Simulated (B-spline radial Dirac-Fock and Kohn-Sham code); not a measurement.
Photoionisation of phosphorus ions at Ga Kα (9251.7 eV)

Calculated with a radial finite-basis atomic code, using Dirac-Hartree-Slater photoionisation with all multipoles and Dirac-Fock thresholds. Cross sections in kb; a dash marks an empty subshell or a threshold above the photon energy.

```
ion  configuration  total    1s    2p1/2      3s     3p1/2     3p3/2
 P⁺   [Ne] 3s2 3p2  2.582  2.38  0.00936  0.0156  0.000240  0.000460
P²⁺   [Ne] 3s2 3p1  2.586  2.38  0.00938  0.0177  0.000154  0.000296
P⁵⁺   [He] 2s2 2p6  2.573  2.39  0.00959       –         –         –
P⁶⁺   [He] 2s2 2p5  2.583  2.39  0.00856       –         –         –
P⁷⁺   [He] 2s2 2p4  2.593  2.39  0.00750       –         –         –
```
